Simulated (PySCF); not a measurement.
## Ionisation energy of F(2+) by level of theory

F(2+) [He] 2s2 2p3 (4S) → F(3+) [He] 2s2 2p2 (3P), as a difference of total energies. Computed with PySCF 2.14 in def2-QZVPPD, with no relativity, point nucleus. Correlated levels: valence: 1s2 frozen. The calculations carry no spin-orbit coupling.

```csv
method,ionisation energy (eV),plus first-order spin-orbit estimate,difference from reference of that sum (eV)
UHF,62.261,62.207,-0.501
MP2 (valence),62.896,62.841,+0.133
SCS-MP2 (valence),62.623,62.568,-0.140
CCSD (valence),62.669,62.615,-0.093
CCSD(T) (valence),62.672,62.618,-0.090
```

Reference: 62.708 eV (semi-empirical (NIST evaluation); NIST Atomic Spectra Database, ionization energies).

A first-order spin-orbit estimate (lowest level to lowest level, LS coupling) adds -0.055 eV.

Errors of the correlated levels include the incompleteness of this basis and the frozen core.
